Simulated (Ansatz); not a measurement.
Task: Name a neutral molecule of Al, C, O and H with LUMO energy (ωB97M-V/def2-TZVPP) between 0.55 and 0.85 eV and HOMO energy (PBE/def2-TZVPP) between -5.20 and -4.90 eV (Ansatz, PBE0-D4/def2-TZVP geometry).

Result: `C=[C]1[O][Al]1[CH3]` (0.65 eV, -5.06 eV); `[CH3][Al]1[CH2][O]1` (0.80 eV, -4.99 eV); `CO[CH2][AlH][CH3]` (0.58 eV, -5.15 eV); `[AlH2][CH]1C=COC1` (0.83 eV, -5.01 eV). Other molecules can fit too; these were computed, each in one conformer that needn't be the lowest.
